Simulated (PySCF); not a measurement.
Isomers of C9H11F, mass 138.084 u with the commonest isotopes. Method used: PBE0/pcSseg-1 in PySCF (dipole) on a GFN2-xTB geometry, gas phase. One conformer each, none proved a minimum here; rigid rotors.

Problem. Order these by rotational constant B, smallest first.
A. `[CH3:1][C:2]1=[CH:3][C@@H:4]2[CH2:5][C@H:6]1[CH:7]=[C:8]2[CH2:9][F:10]` with C7–C8–C9–F10 2°
B. `[CH3:1][C@H:2]([F:3])[CH2:4][c:5]1[cH:6][cH:7][cH:8][cH:9][cH:10]1` with C1–C2–C4–C5 -69°, C2–C4–C5–C6 103° (PhCH2CHFCH3)
C. `[CH3:1][CH2:2][CH2:3][c:4]1[cH:5][cH:6][c:7]([F:8])[cH:9][cH:10]1` with C1–C2–C3–C4 180°, C2–C3–C4–C5 89°

Solution. C (603.3 MHz), B (732.9 MHz), A (912.4 MHz).

Problem. Order these by radius of gyration √(Σ m r²/M), largest first.
A. `[CH3:1][CH2:2][CH2:3][c:4]1[cH:5][cH:6][c:7]([F:8])[cH:9][cH:10]1` with C1–C2–C3–C4 180°, C2–C3–C4–C5 89°
B. `[CH3:1][C:2]1=[CH:3][C@@H:4]2[CH2:5][C@H:6]1[CH:7]=[C:8]2[CH2:9][F:10]` with C7–C8–C9–F10 2°
C. `[CH3:1][C@H:2]([F:3])[CH2:4][c:5]1[cH:6][cH:7][cH:8][cH:9][cH:10]1` with C1–C2–C4–C5 -69°, C2–C4–C5–C6 103° (PhCH2CHFCH3)

Solution. A (2.595 Å), C (2.409 Å), B (2.199 Å).

Problem. Order these by out-of-plane moment Σ m c² = (Ia + Ib − Ic)/2, smallest first.
A. `[CH3:1][C@H:2]([F:3])[CH2:4][c:5]1[cH:6][cH:7][cH:8][cH:9][cH:10]1` with C1–C2–C4–C5 -69°, C2–C4–C5–C6 103° (PhCH2CHFCH3)
B. `[CH3:1][C:2]1=[CH:3][C@@H:4]2[CH2:5][C@H:6]1[CH:7]=[C:8]2[CH2:9][F:10]` with C7–C8–C9–F10 2°
C. `[CH3:1][CH2:2][CH2:3][c:4]1[cH:5][cH:6][c:7]([F:8])[cH:9][cH:10]1` with C1–C2–C3–C4 180°, C2–C3–C4–C5 89°

Solution. C (28.20 u·Å²), A (49.30 u·Å²), B (79.00 u·Å²).

```
                   SMILES  point group  Ia (u·Å²)  Ib (u·Å²)  Ic (u·Å²)      κ  μa (D)  μb (D)  μc (D)
       C[C@H](F)Cc1ccccc1           C1     161.02     689.55     751.96  -0.95    1.66    0.46    0.59
CC1=C[C@@H]2C[C@H]1C=C2CF           C1     192.57     553.88     588.46  -0.94    1.40    0.95    0.67
           CCCc1ccc(F)cc1           Cs     120.60     837.69     901.89  -0.98    2.02    0.00    0.19
```
